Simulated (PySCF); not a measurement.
C$_{4}$H$_{5}$Cl, singlet, at a GFN2-xTB geometry. Base run: CCSD(T)/cc-pVDZ (PySCF).

Here is a job for PySCF.
```python
from pyscf import gto, scf, cc

mol = gto.M(
    atom='''
C    -2.801476   -0.633108    0.766943
C    -1.871615   -0.101536   -0.020548
C    -0.456595   -0.182294    0.256158
C     0.463048    0.355035   -0.541909
Cl    2.146064    0.263830   -0.220835
H    -2.541530   -1.161481    1.669212
H    -3.850311   -0.559354    0.538807
H    -2.153532    0.425229   -0.922368
H    -0.160339   -0.705839    1.154088
H     0.222455    0.887738   -1.449404
''',
    basis='cc-pvdz',
    charge=0,
    spin=0,
    verbose=4,
    max_memory=1800,
)

mf = scf.RHF(mol)
mf.kernel()

mycc = cc.CCSD(mf, frozen=9)
mycc.kernel()
et = mycc.ccsd_t()
print('E(CCSD(T)) = %.10f' % (mycc.e_tot + et))
```

Each row names what was changed in the base input (with any setting that the change needs).

```csv
change,ΔE vs base (kcal/mol),MP2 correlation (Eh),CC correlation without the perturbative part (Eh),basis functions,core-seconds (rough)
base,0.000,-0.66371,-0.71383,99,50
method = mp2,[?],-0.66371,-,99,5
method = ccsd,16.15,-0.66371,-0.71383,99,30
method = cisd,93.6,-,-,99,20
```

Task: Fill in the missing entries.

Result: 
- method = mp2, ΔE vs base (kcal/mol): 47.60
